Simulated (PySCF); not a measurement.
A GIAO shielding run with PySCF (density fitting, non-relativistic, gas phase) on `[SiH3]CCC(Cl)=C=S`, C4H7ClSSi:

```
$ OMP_NUM_THREADS=1 python probes_run.py task.json out

{"job": {"kind": "nmr", "xc": "PBE0", "basis": "pcSseg-1"}, "charge": 0, "multiplicity": 1}
Si    -2.328668     0.093003    -0.059564
C     -0.517700    -0.160617    -0.592388
C      0.453104    -0.082568     0.582807
C      1.871968    -0.301384     0.133687
Cl     2.264290    -1.919542    -0.407285
C      2.785282     0.621964     0.074774
S      3.848085     1.762295     0.049903
H     -3.176210     0.024291    -1.248690
H     -2.452843     1.403896     0.580572
H     -2.701329    -0.956637     0.890279
H     -0.406543    -1.130152    -1.080284
H     -0.238953     0.593080    -1.330967
H      0.392679     0.896996     1.060236
H      0.206158    -0.845098     1.324756
```

Hardware: 1 thread of an Arm Neoverse V1, shared host. The job also computes population analyses, field gradients.

Question: How large is the calculation?

Answer: 78 electrons, 175 basis functions and 977 auxiliary functions.

Question: How long does it take, and how much memory does it need?

Answer: 35 s of wall time, with 13 SCF cycles and 5 response iterations; peak memory 0.8 GiB. Times on a shared host scatter by some tens of per cent.
